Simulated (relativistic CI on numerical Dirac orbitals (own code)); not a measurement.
**What each ingredient does to the levels of Yb LXVIII**

Base calculation: Dirac-Coulomb-Breit CI, orbitals from a KLI potential per configuration, model QED (radiative potential, 1s self-energy scaled to tabulated hydrogen-like ionisation energies), unscaled Slater integrals.

Configuration list (outside the closed core 1s2): 2s, 2p, 3s, 3p, 3d, 4s, 4p, 4d, 4f, 5s, 5p, 5d, 5f, 5g. Levels of other configurations are missing.

The lowest level and the first level of each name with at least 55 % of one term (blank where a level has no safe partner in the second run):

```
     Level  Base (eV)  Shift (eV)
 2s 2S_1/2        0.0         0.0
2p 2P°_1/2      177.1       -46.0
2p 2P°_3/2     1346.9     -1215.8
 3s 2S_1/2     9816.4      -944.4
3p 2P°_1/2     9864.4      -955.6
3p 2P°_3/2    10213.0     -1304.2
 3d 2D_3/2    10225.0     -1300.7
 3d 2D_5/2    10325.1     -1400.8
 4s 2S_1/2    13182.9     -1221.7
4p 2P°_1/2    13202.4     -1225.9
4p 2P°_3/2    13348.6     -1372.1
 4d 2D_3/2    13353.7     -1370.8
 4d 2D_5/2    13396.1     -1413.2
4f 2F°_5/2    13396.3     -1413.0
4f 2F°_7/2    13416.9     -1433.6
 5s 2S_1/2    14716.0     -1328.4
5p 2P°_1/2    14725.7     -1330.4
5p 2P°_3/2    14800.1     -1404.8
 5d 2D_3/2    14802.7     -1404.2
 5d 2D_5/2    14824.5     -1425.9
5f 2F°_5/2    14824.6     -1425.8
 5g 2G_7/2    14835.1     -1436.3
```

At this charge energies of transitions that change n are usually good to better than 1 %, and those within a shell (Δn = 0) to a few per cent.

Q: One thing was changed in a second run, which moved the levels as shown. Which?
A. non-relativistic limit
B. Breit term removed
C. configuration mixing switched off
D. QED terms removed

A: A. Non-relativistic limit. Without relativity the fine structure collapses and s electrons lose their extra binding.
